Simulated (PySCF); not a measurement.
Compound: GeF2.
Structure used (PBE0-D3(BJ)/def2-SVP), in Å, numbered top down from 1:
```
atom  x, y, z in Å
Ge1    0.0048   -0.0071   -0.7706
F2     1.3076   -0.0137    0.3936
F3    -1.3124    0.0208    0.3770
```

The calculation used PySCF 2.14.0, PBE0-D3(BJ)/def2-SVP geometry optimisation, gas phase.

Masses are those of the commonest isotopes; rigid-rotor values at the optimised geometry. 

(1) Give the principal moments of inertia and the rotational constants in MHz.

(2) What kind of rotor is it?

(3) Where do the levels up to J = 3 lie, in MHz?

(4) Predict some low-J microwave lines.

(5) Estimate the classical rotational partition function at 100 K, 298.15 K and 500 K.

## Answers

(1) Ia = 33.53, Ib = 65.22, Ic = 98.75 u·Å²; 505379 MHz·u·Å²/I gives A = 15071, B = 7749, C = 5118 MHz.

(2) An asymmetric top. Ray's parameter κ = (2B − A − C)/(A − C) = -0.471; −1 is the prolate and +1 the oblate limit.

(3) Above 0(0,0):
J = 1: 1(0,1) 12867, 1(1,1) 20189, 1(1,0) 22820
J = 2: 2(0,2) 38009, 2(1,2) 43291, 2(1,1) 51185, 2(2,1) 73151, 2(2,0) 73742
J = 3: 3(0,3) 74418, 3(1,3) 77608, 3(1,2) 93310, 3(2,2) 111751, 3(2,1) 114533, 3(3,1) 155276, 3(3,0) 155361
Those of J = 1 are B + C, A + C and A + B.

(4) The dipole components are |μa| = 0.00 D, |μb| = 2.34 D, |μc| = 0.00 D; the symmetry axis of this C2v structure is b, so μa and μc vanish by symmetry and there are no a-type or c-type lines. Some lines, for components of 0.1 D or more:

| type | branch | J(Ka,Kc) | MHz | lower level (cm⁻¹) |
| --- | --- | --- | --- | --- |
| b | R | 3(1,2) ← 2(2,1) | 20159 | 2.440 |
| b | Q | 2(2,0) ← 2(1,1) | 22557 | 1.707 |
| b | Q | 5(2,3) ← 5(1,4) | 24701 | 7.206 |
| b | Q | 3(2,2) ← 3(1,3) | 34143 | 2.589 |
| b | Q | 5(3,2) ← 5(2,3) | 34806 | 8.030 |
| b | R | 4(1,3) ← 3(2,2) | 36824 | 3.728 |
| b | Q | 5(1,4) ← 5(0,5) | 38051 | 5.936 |
| b | Q | 4(2,3) ← 4(1,4) | 39909 | 4.098 |
| b | Q | 3(3,0) ← 3(2,1) | 40828 | 3.820 |
| b | Q | 4(3,2) ← 4(2,3) | 44959 | 5.429 |
| b | Q | 5(3,3) ← 5(2,4) | 47568 | 7.531 |
| b | R | 4(1,4) ← 3(0,3) | 48425 | 2.482 |
| b | R | 5(1,4) ← 4(2,3) | 53266 | 5.429 |
| b | Q | 5(4,2) ← 5(3,3) | 59632 | 9.118 |
| b | R | 4(2,3) ← 3(1,2) | 69442 | 3.112 |
| b | R | 5(3,3) ← 4(2,2) | 103130 | 5.678 |
| b | R | 4(4,0) ← 3(3,1) | 112071 | 5.179 |
| b | R | 5(3,2) ← 4(2,3) | 112774 | 5.429 |
| b | R | 5(2,3) ← 4(1,4) | 117877 | 4.098 |
| b | R | 5(5,0) ← 4(4,1) | 142175 | 8.917 |

(5) Point group C2v, symmetry number σ = 2; q = (√π/σ)·√((kT/h)³/(ABC)), k/h = 20836.6 MHz/K: 3450 at 100 K, 17800 at 298.15 K, 38500 at 500 K.

Whether it is a minimum is left open (no frequencies). No vibrational averaging or centrifugal distortion is included, and the geometry carries the error of its method.

On one thread of an Arm Neoverse V2, shared host, this took 2.7 s. That covers the optimisation of the geometry.
